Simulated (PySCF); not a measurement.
The isolated species `C/C=C1C=C/1OC` is ionised with synchrotron light (hν = 2400.0 eV). Calculated photoelectron kinetic energies of its computed core levels, recoil neglected:

```csv
line,kinetic energy (eV)
1,2110.96
2,2109.90
3,2109.72
4,2109.49
5,2107.11
6,1860.17
```

Method: delta-SCF UKS SCAN, pcX-2 on the ionised atom, pcseg-1 elsewhere, spin-free X2C in PySCF 2.14.0.

Question: Which element, shell and site does each line come from? Numbering: `[CH3:1]/[CH:2]=[C:3]1[CH:4]=[C:5]/1[O:6][CH3:7]`.

Answer: Against the vacuum level, binding energy = hν − kinetic energy.

```tsv
line	binding energy (eV)	level	atoms	environment
1	289.04	C 1s	C2	alkene CH carbon
2	290.10	C 1s	C1	allylic carbon
3	290.28	C 1s	C4	alkene CH carbon
4	290.51	C 1s	C3	fully substituted alkene carbon
5	292.89	C 1s	C7	methoxy carbon
6	539.83	O 1s	O6	ether oxygen
```

Question: Where does line 3 move with hν = 1000.0 eV?

Answer: To 1000.0 − 290.28 = 709.72 eV; every photoline shifts by the change in photon energy, -1400.0 eV.

The listed C 1s values span 3.85 eV, from C2 (bonded to C (double bond), C and H) to C7 (bonded to O and 3 H). The widest gap between neighbouring values is 2.38 eV, between 290.51 and 292.89 eV. Summing the Pauling electronegativity differences to the bonded atoms, each weighted by its formal bond order, gives -0.35 for the lowest site and -0.16 for the highest; the largest sum, 0.00, belongs to C3, 2.38 eV below the top. The smallest sum, -1.05, belongs to C1, 1.06 eV above the lowest.

Question: Give the binding energy of O 1s of O6 in hartree and in kJ/mol.

Answer: 539.83 eV = 19.8384 Eh = 52086 kJ/mol.

Other core shells, valence and Auger electrons aren't listed. The list is incomplete; no value stands for C 1s of C5 (hole states with ⟨S²⟩ of 1 or more are left out). One conformer (not necessarily the lowest) at the PBE0-D3(BJ)/def2-SVP geometry, without solvent, vibrations or thermal averaging.

Time: 81 s. Hardware: one thread of an x86-64 server, no GPU (shared host).

Conformer computed: `[CH3:1]/[CH:2]=[C:3]1[CH:4]=[C:5]/1[O:6][CH3:7]`: C4–C5–O6–C7 0°.
